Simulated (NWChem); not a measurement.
## Basis-set convergence for C2H5Al

```xyz
8

Al    -1.1772     0.1902     0.0000
H     -1.2509     1.7919     0.0000
H     -2.5091    -0.6999     0.0000
C      0.6017    -0.6218     0.0000
C      1.7156     0.1499     0.0000
H      0.7596    -1.7185     0.0000
H      2.7396    -0.2700     0.0000
H      1.6604     1.2548     0.0000
```
Charge 0, spin multiplicity 1.

The numbers come from NWChem runs, not from measurements. Structure: optimised with PBE/def2-SVP, a minimum by its harmonic frequencies. It is one conformer; others weren't searched.

Quantity: LUMO energy at the level PBE.

The Pople sets run with spherical d functions. The structure started from a generated list of species.

| basis | functions | LUMO energy (eV) |
|---|---|---|
| STO-3G | 24 | … |
| 3-21G | 41 | … |
| 6-31G* | 56 | … |
| pcseg-1 | 71 | -2.56 |
| def2-SVPD | 104 | -2.56 |
| 6-311++G** | 109 | -2.57 |
| aug-pcseg-1 | 118 | -2.59 |
| aug-cc-pVDZ | 118 | -2.59 |
| def2-TZVPD | 162 | -2.56 |
| def2-TZVPP | 174 | -2.54 |

**Question.** Fill in the missing entries.

**Answer.** 
- STO-3G, LUMO energy (eV): 1.71
- 3-21G, LUMO energy (eV): -2.43
- 6-31G*, LUMO energy (eV): -2.37
